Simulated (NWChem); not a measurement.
# Basis-set convergence for CH₃FGe

```xyz
6

Ge    -0.4721    -0.0782     0.0000
F      0.8181    -1.3124     0.0000
C      0.7728     1.4952     0.0000
H      0.2404     2.4674     0.0000
H      1.4337     1.4384    -0.8923
H      1.4337     1.4384     0.8923
```
Charge 0, spin multiplicity 1.

All runs are NWChem calculations. All single points use one geometry, from PBE/def2-SVP, a minimum by its harmonic frequencies.

Quantity: vertical ionisation energy at the level ΔB3LYP (Δ: difference of total energies, the cation a doublet at the parent's geometry with its hole in an orbital of symmetry a' (Cs labels); it is the state that the SCF runs reached, from PBE0 orbitals for Hartree-Fock references, and need not be the lowest).

The Hamiltonian is non-relativistic. B3LYP has NWChem's definition, with VWN1-RPA local correlation. The Pople sets run with spherical d functions. The structure started from a generated list of species. No SCF solution was tested for a lower state.

The cost column gives rough processor time relative to 3-21G; each entry includes its own SCF.

```json
[
 {"basis": "3-21G", "functions": "46", "vertical ionisation energy (eV)": "…", "relative cost": "1"},
 {"basis": "6-31G*", "functions": "66", "vertical ionisation energy (eV)": "…", "relative cost": "under 3"},
 {"basis": "def2-SVP", "functions": "75", "vertical ionisation energy (eV)": "…", "relative cost": "under 3"},
 {"basis": "6-311G**", "functions": "98", "vertical ionisation energy (eV)": "9.25", "relative cost": "under 3"},
 {"basis": "def2-SVPD", "functions": "105", "vertical ionisation energy (eV)": "9.34", "relative cost": "4"},
 {"basis": "aug-pcseg-1", "functions": "109", "vertical ionisation energy (eV)": "9.33", "relative cost": "5"},
 {"basis": "def2-TZVP", "functions": "128", "vertical ionisation energy (eV)": "9.26", "relative cost": "6"},
 {"basis": "pcseg-2", "functions": "145", "vertical ionisation energy (eV)": "9.29", "relative cost": "8"},
 {"basis": "cc-pVTZ", "functions": "145", "vertical ionisation energy (eV)": "9.24", "relative cost": "20"},
 {"basis": "def2-TZVPD", "functions": "158", "vertical ionisation energy (eV)": "9.28", "relative cost": "10"}
]
```

Fill in the missing entries.


- 3-21G, vertical ionisation energy (eV): 8.88
- 6-31G*, vertical ionisation energy (eV): 9.11
- def2-SVP, vertical ionisation energy (eV): 9.20
